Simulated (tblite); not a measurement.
Species: CH10N2OSi2.
Bonds: C1–O2, O2–Si3, Si3–N4, Si3–N5, Si3–Si6. Hydrogens: H7, H8, H9 on C1; H10, H11 on N4; H12, H13 on N5; H14, H15, H16 on Si6.

Computed with GFN2-xTB (tblite), gas phase: Langevin dynamics at 600 K from the optimised GFN2-xTB geometry, time step 0.5 fs, friction 0.01 fs⁻¹, 2000 steps. Over the second half of the run the saved frames average 534 K.

The optimised geometry, where the run starts:
```
atom  x, y, z in Å
C1      1.683    1.430   -0.606
O2      0.758    1.128    0.393
Si3    -0.199   -0.202    0.481
N4      0.869   -1.566    0.568
N5     -1.136   -0.021    1.927
Si6    -1.581   -0.470   -1.329
H7      2.433    0.639   -0.696
H8      1.185    1.548   -1.573
H9      2.175    2.366   -0.338
H10     1.687   -1.493    1.154
H11     0.464   -2.480    0.675
H12    -0.641    0.096    2.798
H13    -1.912    0.620    1.909
H14    -0.875   -0.412   -2.618
H15    -2.302   -1.746   -1.329
H16    -2.615    0.571   -1.425
```

t = 200 fs, T = 649 K, E(pot) 1.016 eV above the start
```
atom  x, y, z in Å  |  force x, y, z in eV/Å
C1      0.739    1.456   -0.371    2.239   1.099   0.269
O2      0.439    0.756    0.805    2.059   1.608  -1.383
Si3    -0.520   -0.478    0.881   -1.500  -2.435   0.195
N4      0.197   -2.089    0.896    2.421   2.531   1.641
N5     -1.285    0.058    2.334   -0.121  -0.008   0.211
Si6    -1.720   -0.741   -1.027   -0.713  -1.438  -0.149
H7      0.880    0.939   -1.368   -0.111  -0.111   1.433
H8     -0.021    2.192   -0.512   -0.669   0.542  -0.248
H9      1.707    2.068   -0.133   -1.292  -1.082  -0.571
H10     1.100   -2.208    1.444   -1.664  -0.036  -0.926
H11    -0.203   -2.931    0.626   -0.730  -1.189  -0.285
H12    -1.429    1.065    2.454   -0.071  -0.933   0.143
H13    -1.884   -0.549    2.874    0.021   0.434  -0.071
H14    -2.192    0.144   -2.089   -0.220   0.389   0.270
H15    -0.871   -1.595   -1.937   -0.354   0.030   0.307
H16    -2.926   -1.583   -0.450    0.704   0.599  -0.835
```

t = 325 fs, T = 506 K, E(pot) 1.550 eV above the start
```
atom  x, y, z in Å  |  force x, y, z in eV/Å
C1      0.771    1.697    0.326   -1.200   0.914  -2.350
O2      0.460    0.552    0.944   -1.602  -3.394   0.510
Si3    -0.867   -0.725    0.973    0.170   5.072   0.392
N4     -0.035   -1.942    1.721    3.869  -2.671   0.627
N5     -1.944    0.002    2.287    1.003  -3.153   0.301
Si6    -2.141   -1.037   -0.879   -1.271  -1.112   0.518
H7      1.300    1.542   -0.723   -0.979   0.175   1.473
H8     -0.225    2.330    0.139    2.013  -0.665   0.255
H9      1.491    2.171    0.971    0.067   0.783   0.073
H10     0.961   -2.350    1.551   -2.237   1.392   0.082
H11    -0.578   -2.721    1.998   -0.582  -0.664   0.343
H12    -1.650    0.861    2.670    0.348   1.227  -0.048
H13    -1.755   -0.648    3.114   -0.739   0.951  -1.246
H14    -3.453   -0.330   -0.855    0.344  -0.213   0.002
H15    -1.463   -0.577   -2.037    0.463   0.209  -0.977
H16    -2.513   -2.555   -1.045    0.337   1.147   0.046
```

t = 475 fs, T = 511 K, E(pot) 1.021 eV above the start
```
atom  x, y, z in Å  |  force x, y, z in eV/Å
C1      0.137    1.583    0.727   -0.795  -1.323  -2.005
O2     -0.051    0.183    0.960    0.620   1.270   0.279
Si3    -1.245   -0.883    1.301   -0.125   1.171   0.138
N4     -0.232   -2.157    1.798   -0.342  -0.304   0.480
N5     -2.441   -0.205    2.430    1.456   0.477  -0.569
Si6    -2.254   -1.317   -0.620   -1.585   1.445  -1.038
H7     -0.334    1.833   -0.292    0.579  -0.188   1.267
H8     -0.304    2.161    1.479   -1.101   0.692   1.104
H9      1.171    1.914    0.717    0.374  -0.725  -0.210
H10     0.357   -1.779    2.514    0.617  -0.273   0.357
H11    -0.773   -2.909    2.191    0.219  -0.351   0.051
H12    -3.397   -0.446    2.449   -0.922  -1.081   0.206
H13    -2.507    0.698    2.003   -0.020   1.183   0.347
H14    -3.274   -2.325   -0.624   -0.698  -0.373   0.177
H15    -2.888   -0.047   -1.368    0.419  -1.011   0.818
H16    -1.415   -1.782   -1.621    1.304  -0.609  -1.404
```

t = 500 fs, T = 502 K, E(pot) 1.083 eV above the start
```
atom  x, y, z in Å  |  force x, y, z in eV/Å
C1      0.080    1.473    0.803   -0.429   0.986  -2.336
O2      0.010    0.169    1.107   -0.587  -0.979   0.688
Si3    -1.288   -0.809    1.281    0.619  -0.251   0.692
N4     -0.298   -2.183    1.789   -1.402   0.116  -0.692
N5     -2.451   -0.062    2.368   -2.006  -1.529   1.283
Si6    -2.260   -1.415   -0.728    1.841  -2.311   0.929
H7     -0.011    1.589   -0.337   -0.296   0.158   1.159
H8     -0.594    2.157    1.309   -0.652  -0.207   0.026
H9      1.041    1.826    1.023    1.749   0.487   0.444
H10     0.495   -2.218    2.386    0.347   0.414   0.345
H11    -0.454   -3.097    1.391   -0.189   0.189   0.093
H12    -3.177   -0.705    2.826    1.492   0.660  -1.183
H13    -2.706    0.796    2.853    1.082   0.088  -0.673
H14    -3.100   -2.735   -0.514    0.719   0.972  -0.221
H15    -2.996   -0.723   -1.675   -1.198   1.250  -1.091
H16    -0.954   -1.681   -1.592   -1.090  -0.044   0.538
```

t = 525 fs, T = 643 K, E(pot) 0.865 eV above the start
```
atom  x, y, z in Å  |  force x, y, z in eV/Å
C1     -0.002    1.564    0.835    0.606   1.918   0.034
O2      0.033    0.289    1.275   -1.969  -2.142   0.073
Si3    -1.347   -0.771    1.218    1.668  -0.154  -0.577
N4     -0.538   -2.245    1.751    1.992   0.819   0.771
N5     -2.485    0.014    2.275    1.628   0.650  -1.177
Si6    -2.134   -1.547   -0.845   -1.292   1.890   0.478
H7      0.243    1.641   -0.227   -0.414  -0.093  -0.302
H8     -0.911    2.181    1.064    0.426  -0.806  -0.199
H9      0.842    2.055    1.332    0.022   0.351   0.168
H10     0.452   -2.036    2.090   -1.762  -0.306  -0.232
H11    -0.385   -2.960    1.059   -0.313  -0.111  -0.082
H12    -3.101   -0.504    2.809   -1.536  -1.287   0.858
H13    -1.959    0.572    2.920    0.114   0.577   0.381
H14    -2.996   -2.657   -0.478   -0.152  -0.306  -0.089
H15    -3.140   -0.354   -1.207    0.878  -1.166  -0.140
H16    -1.343   -2.006   -1.986    0.105   0.167   0.035
```

t = 550 fs, T = 601 K, E(pot) 1.261 eV above the start
```
atom  x, y, z in Å  |  force x, y, z in eV/Å
C1      0.051    1.577    0.972    1.264   4.170   1.662
O2     -0.116    0.340    1.327    0.136  -3.385  -0.585
Si3    -1.253   -0.792    1.128   -1.453   0.930   1.091
N4     -0.560   -2.220    1.718   -1.382  -1.000  -0.928
N5     -2.389   -0.046    2.313   -1.448  -0.426  -1.693
Si6    -2.023   -1.443   -0.888   -0.021  -0.660  -0.290
H7      0.628    1.805    0.070   -0.025  -0.510  -0.234
H8     -0.870    2.255    0.923    0.715  -0.880   0.223
H9      0.719    1.903    1.875   -0.814   0.862  -1.419
H10     0.257   -2.216    2.205    2.447   0.511   1.934
H11    -0.525   -3.097    1.229   -0.602   0.018  -0.388
H12    -3.413   -0.047    1.943    2.266   0.432   1.304
H13    -2.032    0.873    2.630   -0.925  -0.814  -0.362
H14    -2.875   -2.627   -0.995   -0.207  -0.094   0.380
H15    -2.700   -0.530   -1.741   -0.532   0.892  -0.459
H16    -0.963   -1.903   -1.762    0.581  -0.044  -0.237
```

t = 825 fs, T = 415 K, E(pot) 1.059 eV above the start
```
atom  x, y, z in Å  |  force x, y, z in eV/Å
C1      1.036    1.385    1.539   -1.081  -0.769  -2.576
O2      0.146    0.577    2.241   -0.007  -0.426   0.689
Si3    -0.932   -0.650    1.872    4.433  -0.084  -4.105
N4     -0.120   -2.149    2.128   -0.446  -0.022   0.173
N5     -2.143   -0.554    2.916   -4.481   1.015   4.743
Si6    -1.637   -1.007   -0.323    0.722   1.430  -0.850
H7      2.056    0.906    1.263   -1.619   0.522   0.575
H8      0.402    1.550    0.573    1.741   0.322   0.810
H9      1.164    2.334    2.038    0.157   0.074   0.241
H10     0.233   -2.184    3.067    0.518  -0.540  -0.014
H11     0.486   -2.520    1.416    0.177  -0.044   0.334
H12    -2.279   -1.191    3.702    0.243  -0.018  -0.650
H13    -2.445    0.353    3.299    0.220  -0.504  -0.599
H14    -2.067   -2.312   -0.776   -0.072  -0.324   0.094
H15    -2.590   -0.040   -0.902   -0.405  -0.102   0.402
H16    -0.613   -0.571   -1.396   -0.102  -0.531   0.733
```

t = 875 fs, T = 342 K, E(pot) 1.014 eV above the start
```
atom  x, y, z in Å  |  force x, y, z in eV/Å
C1      1.159    1.103    1.467   -0.332   2.477   4.387
O2      0.044    0.731    2.255   -0.257  -0.172  -0.439
Si3    -0.870   -0.632    1.949    0.273  -0.576   0.024
N4      0.004   -2.153    2.207    1.006   0.285  -0.476
N5     -2.352   -0.425    2.850    0.719   1.199   0.002
Si6    -1.720   -1.021   -0.171   -0.793  -1.119  -0.571
H7      2.031    0.693    1.933    0.847  -0.036   0.570
H8      1.118    0.715    0.569   -0.497  -1.707  -4.765
H9      1.245    2.228    1.429   -0.192  -1.024   0.123
H10     0.263   -2.594    3.070   -0.672   0.169   0.735
H11     0.905   -2.259    1.713   -0.878   0.405  -0.204
H12    -2.672   -1.084    3.531    0.111  -0.144   0.090
H13    -2.487    0.541    3.196    0.075  -0.994  -0.189
H14    -1.998   -2.541   -0.377    0.253   0.988   0.277
H15    -3.111   -0.489    0.023    0.424  -0.040  -0.481
H16    -1.232   -0.780   -1.600   -0.086   0.289   0.917
```

t = 950 fs
```
atom  x, y, z in Å
C1      1.185    1.230    2.057
O2     -0.022    0.629    1.904
Si3    -0.899   -0.670    1.639
N4      0.035   -2.018    2.371
N5     -2.262   -0.516    2.739
Si6    -1.768   -0.691   -0.562
H7      1.508    1.504    3.032
H8      2.114    0.612    1.603
H9      1.206    2.205    1.479
H10    -0.628   -2.748    2.678
H11     0.732   -2.378    1.689
H12    -2.951   -1.344    2.556
H13    -2.152   -0.346    3.745
H14    -2.347   -1.992   -0.857
H15    -3.149   -0.099   -0.670
H16    -1.162   -0.237   -1.772
```

Task: Estimate the potential energy and the forces of this last frame.

Result: 1.062 eV above the start.

| atom | Fx (eV/Å) | Fy (eV/Å) | Fz (eV/Å) |
| --- | --- | --- | --- |
| C1 | 2.354 | 0.173 | -2.543 |
| O2 | 0.155 | 0.892 | 0.247 |
| Si3 | -0.238 | -0.707 | 0.737 |
| N4 | -0.497 | -0.079 | -1.415 |
| N5 | -1.326 | -1.813 | -0.648 |
| Si6 | -1.410 | -0.006 | 1.197 |
| H7 | -0.319 | -0.229 | 1.170 |
| H8 | -1.851 | 0.806 | 0.728 |
| H9 | -0.180 | -0.810 | 0.261 |
| H10 | 0.977 | 0.205 | -0.371 |
| H11 | -0.680 | -0.115 | 1.026 |
| H12 | 1.425 | 2.083 | 0.791 |
| H13 | -0.014 | -0.270 | -0.851 |
| H14 | 0.407 | -0.749 | -0.101 |
| H15 | 0.535 | 0.383 | 0.256 |
| H16 | 0.661 | 0.237 | -0.483 |

The bond farthest from its length at the start is C1–H8 (1.204 against 1.094 Å), and half the difference of its two atoms' forces along it is -2.40 eV/Å (positive lengthens). The largest atomic force is 3.47 eV/Å.

What follows is the cost of the whole dynamics run. Hardware: Arm Neoverse V2, one thread, shared host. Cost: 10 s wall, 0.18 GiB resident at most.
